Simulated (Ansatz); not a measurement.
The cluster Al₂Cl₆⁺. The state is a doublet with charge 1. Geometry r2SCAN-D4/def2-SVP, that of the neutral singlet; atoms count from 1.

| atom | x (Å) | y (Å) | z (Å) |
| --- | --- | --- | --- |
| Al1 | 0.273 | -1.170 | 1.068 |
| Al2 | -0.273 | 1.176 | -1.062 |
| Cl3 | 1.595 | 0.318 | -0.058 |
| Cl4 | -1.603 | -0.247 | 0.138 |
| Cl5 | -0.576 | 3.139 | -0.423 |
| Cl6 | 0.569 | -3.087 | 0.298 |
| Cl7 | 0.318 | -0.755 | 3.113 |
| Cl8 | -0.303 | 0.627 | -3.075 |

The structure comes from a short search, and lower isomers may exist.

Q: Estimate the Mulliken populations from the PBE0/def2-TZVP orbitals of Ansatz.

A: 
```tsv
atom	charge (e)	spin (α − β)
Al1	0.53	-0.03
Al2	0.53	-0.03
Cl3	-0.05	0.05
Cl4	-0.05	0.05
Cl5	0.01	0.24
Cl6	0.01	0.24
Cl7	0.01	0.24
Cl8	0.01	0.24
```
Mulliken values and Mayer orders depend strongly on the basis.

Q: Where does the spin sit?

A: Summed by element: Al -0.07, Cl 1.07, of 1 unpaired in all. Largest on single atoms: Cl7 0.24, Cl5 0.24, Cl6 0.24.

Q: And the Mayer bond orders between bonded heavy atoms (over 0.3)?

A: Al1–Cl3 0.72 (2.29 Å); Al1–Cl4 0.72 (2.29 Å); Al1–Cl6 1.20 (2.09 Å); Al1–Cl7 1.20 (2.09 Å); Al2–Cl3 0.72 (2.29 Å); Al2–Cl4 0.72 (2.29 Å); Al2–Cl5 1.20 (2.09 Å); Al2–Cl8 1.20 (2.09 Å).
